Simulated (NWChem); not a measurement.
Species: As anion, triplet

All runs: NWChem. Spin-unrestricted. Medium grid unless said otherwise, to which SCAN and Minnesota functionals are sensitive. The open p shell is one determinant without spherical averaging. No stability test was run on the SCF state. The highest occupied level is positive in some or all of these runs, so the extra electron may be held by the finite basis. Total energies of different functionals are on different scales.

| level | energy (Ha) | highest occupied level (eV) | lowest empty minus highest occupied level, either spin (eV) | <S²> |
|---|---|---|---|---|
| B3LYP/def2-SVPD | -2235.5763 | 2.81 | 1.62 | 2.00 |
| PBE/def2-SVPD | -2235.1943 | 3.60 | 0.19 | 2.00 |
| KT2/def2-SVPD | -2244.4838 | 3.75 | 0.14 | 2.00 |
| revPBE/def2-SVPD | -2235.3569 | 3.60 | 0.29 | 2.00 |
| LRC-wPBEh/def2-SVPD | -2235.2652 | 0.66 | 5.85 | 2.00 |
| M06-2X/def2-SVPD | -2235.5609 | 1.54 | 3.85 | 2.00 |
| MPW1K/def2-SVPD | -2235.6906 | 1.74 | 3.67 | 2.00 |
